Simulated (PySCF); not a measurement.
Compound: meta-tolunitrile, C8H7N.
Geometry (PBE0-D3(BJ)/def2-SVP, Å), atoms numbered from 1 in this order:
```xyz
16
C8H7N angstrom
C     -2.549   -0.705   -0.123
C     -1.159   -0.141   -0.081
C     -0.939    1.232   -0.256
C      0.347    1.766   -0.246
C      1.449    0.939   -0.057
C      1.247   -0.436    0.123
C      2.369   -1.303    0.325
N      3.279   -2.003    0.487
C     -0.051   -0.968    0.112
H     -2.600   -1.693    0.356
H     -3.267   -0.042    0.380
H     -2.891   -0.825   -1.165
H     -1.796    1.896   -0.403
H      0.493    2.839   -0.383
H      2.462    1.345   -0.044
H     -0.188   -2.042    0.257
```

All values: PBE0/pcSseg-1 and B3LYP/def2-SVPD (PySCF, non-relativistic), on one gas-phase PBE0-D3(BJ)/def2-SVP geometry that isn't relaxed in the solvent. The solvent is an IEF-PCM continuum (cavity from Bondi-type radii × 1.2). The model holds no explicit solvent molecules, cavitation or dispersion.

Gas phase at PBE0/pcSseg-1: HOMO -7.64 eV, LUMO -1.57 eV, dipole 4.99 D.

Question: What does the continuum do to the energy, the frontier levels and the dipole at PBE0/pcSseg-1 in chloroform and water?

Answer: 
```tsv
solvent	ε	E(solvent) − E(gas) (kcal/mol)	polarisation term (kcal/mol)	distortion of the solute (kcal/mol)	HOMO (eV)	LUMO (eV)	dipole (D)
chloroform	4.711	-5.01	-5.77	0.76	-7.51	-1.52	6.11
water	78.36	-7.03	-8.50	1.47	-7.48	-1.52	6.55
```

The polarisation term is half the interaction of the solute with the surface charges that it induces; the rest is the cost of distorting the solute's density. The sum is the electrostatic part of solvation alone. From chloroform to water the lowering changes by a factor 1.40, Onsager's factor (ε − 1)/(2ε + 1) by 1.38 and ε itself by 16.6.

Question: Which radius a makes the point-dipole formula ΔE = −[(ε − 1)/(2ε + 1)]·μ²/a³ give the value in water, with the gas-phase dipole?

Answer: μ = 1.964 au and |ΔE| = 0.01120 Eh give a = 2.92 Å; the farthest nucleus lies 4.08 Å from the centroid of the nuclei, so such a sphere wouldn't even hold the nuclei. The formula assumes a rigid point dipole at the centre of a sphere.

Question: Give the dipole vector in the frame of the coordinates (D, pointing from negative to positive charge), gas and water.

Answer: Gas (-4.18, 2.63, -0.71), solvent (-5.47, 3.48, -0.93). Its length changes by +31 % and its direction by less than 1°.

Question: Which Hirshfeld charges (PBE0/pcSseg-1) respond most in chloroform (means over atoms taken as equivalent)?

Answer: 
| atoms | environment | gas (e) | solvent (e) | change |
| --- | --- | --- | --- | --- |
| N8 | nitrile nitrogen | -0.221 | -0.265 | -0.044 |
| C7 | nitrile carbon | +0.075 | +0.084 | +0.009 |
| H13 | aromatic hydrogen | +0.055 | +0.063 | +0.008 |
| H14 | aromatic hydrogen | +0.058 | +0.065 | +0.007 |
| C6 | substituted aromatic carbon | +0.007 | 0.000 | -0.007 |
| H16 | aromatic hydrogen | +0.058 | +0.064 | +0.006 |
| H15 | aromatic hydrogen | +0.061 | +0.067 | +0.006 |
| C3 | aromatic CH carbon | -0.038 | -0.035 | +0.003 |

Question: Which Mayer bond orders change most in chloroform?

Answer: 
```csv
bond,length (Å),gas,solvent,change
C5–C6,1.401,1.370,1.357,-0.013
C6–C9,1.402,1.355,1.342,-0.013
C6–C7,1.433,1.034,1.046,+0.012
C7–N8,1.159,3.024,3.032,+0.008
C2–C3,1.402,1.391,1.384,-0.007
C1–H11,1.100,0.951,0.948,-0.003
C1–C2,1.501,1.072,1.075,+0.003
C3–C4,1.393,1.440,1.437,-0.003
```

Question: How do the nuclear quadrupole coupling constants eQVzz/h respond in chloroform?

Answer: 
| nucleus | Q (barn) | gas (MHz) | solvent (MHz) | η gas | η solvent |
| --- | --- | --- | --- | --- | --- |
| 14N at N8 | 0.02044 | -4.49 | -4.19 | 0.10 | 0.14 |

Gas phase at B3LYP/def2-SVPD: HOMO -7.42 eV, LUMO -1.78 eV, dipole 5.03 D.

Question: What does the continuum do to the energy, the frontier levels and the dipole at B3LYP/def2-SVPD in chloroform and water?

Answer: 
```csv
solvent,ε,E(solvent) − E(gas) (kcal/mol),polarisation term (kcal/mol),distortion of the solute (kcal/mol),HOMO (eV),LUMO (eV),dipole (D)
chloroform,4.711,-4.88,-5.70,0.82,-7.26,-1.70,6.23
water,78.36,-6.84,-8.46,1.62,-7.21,-1.69,6.71
```

Question: How does the static polarisability (B3LYP/def2-SVPD, frozen core, with the continuum's full static response) change?

Answer: 
| medium | isotropic (au) | principal values (au) | ⟨r²⟩ of the electrons (bohr²) |
| --- | --- | --- | --- |
| gas | 99.3 | 58.0, 102.9, 136.9 | 1265.4 |
| chloroform | 126.4 | 71.9, 131.6, 175.6 | 1266.4 |
| water | 140.5 | 81.5, 146.1, 193.8 | 1266.8 |

The isotropic value in water is 1.42 times the gas-phase one; no cavity-field correction is applied. ⟨r²⟩ is taken about the centre of nuclear charge.

Cost: about 60 s of CPU time on one thread; the machine was shared, so the figure is rough. This is the whole shielding run at PBE0/pcSseg-1 in water, SCF included.
